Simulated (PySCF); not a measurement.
Zr(Cl)(OH)3 (ClH3O3Zr), SMILES [OH][Zr]([OH])([OH])[Cl], multiplicity 1.

The structure is a stationary point at PBE-D3(BJ)/def2-SVP. The multiplicity is an assumed one; no other spin state was optimised. The structure was generated by enumeration; whether it is a known compound was not checked. The def2 effective core potentials stand for the cores of Zr; spin–orbit coupling is left out. The values are those of a single conformer.

These are PySCF 2.14.0 with PBE-D3(BJ)/def2-SVP values and carry that method's errors.

Frequencies are harmonic and unscaled.

Modes within 1.5 cm⁻¹ of each other (mostly degenerate sets) share a row, with their intensities summed.

```
mode   ν (cm⁻¹)  IR (km/mol)  moving atoms (share of kinetic energy)
-----  --------  -----------  --------------------------------------
1           113          0.0                          H 88 %, O 12 %
2–3         125          5.4        O 45 %, Cl 27 %, H 14 %, Zr 13 %
4           155         21.5        O 47 %, H 31 %, Zr 11 %, Cl 11 %
5–6         172         29.7                          O 65 %, H 27 %
7–8         235        437.5                          H 71 %, O 26 %
9–10        279        138.2                          H 81 %, O 18 %
11          321        229.9                 H 62 %, O 23 %, Cl 15 %
12          384        192.2                 Cl 55 %, Zr 31 %, O 9 %
13          715         73.8                                  O 87 %
14–15       718        356.1                         O 73 %, Zr 22 %
16–17      3876        650.3                                  H 94 %
18         3880        135.8                                  H 94 %
```
